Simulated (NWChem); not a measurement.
Species: SiH3SeF; SMILES [SeH][SiH2]F

```xyz
6

Si     0.5403     1.1178    -0.0057
F     -0.7118     2.1364     0.0378
Se    -0.0958    -1.0739     0.0335
H      1.3495     1.2995     1.2213
H      1.3003     1.4122    -1.2427
H     -0.5504    -1.0765    -1.3769
```
Atoms are numbered in this order, from 1.

Program: NWChem. Medium grid unless said otherwise, to which SCAN and Minnesota functionals are sensitive. Coordinates come from a B3LYP/6-31G* (spherical d) optimisation.

Q: Among these, which level gives the highest value of “dipole (D)”?
A) PW6B95/def2-SVP
B) B3LYP/def2-SVP
C) MPW1K/def2-SVP
D) PW91/def2-SVP

A: C, MPW1K/def2-SVP. Values: PW91/def2-SVP 1.10; B3LYP/def2-SVP 1.18; PW6B95/def2-SVP 1.22; MPW1K/def2-SVP 1.33
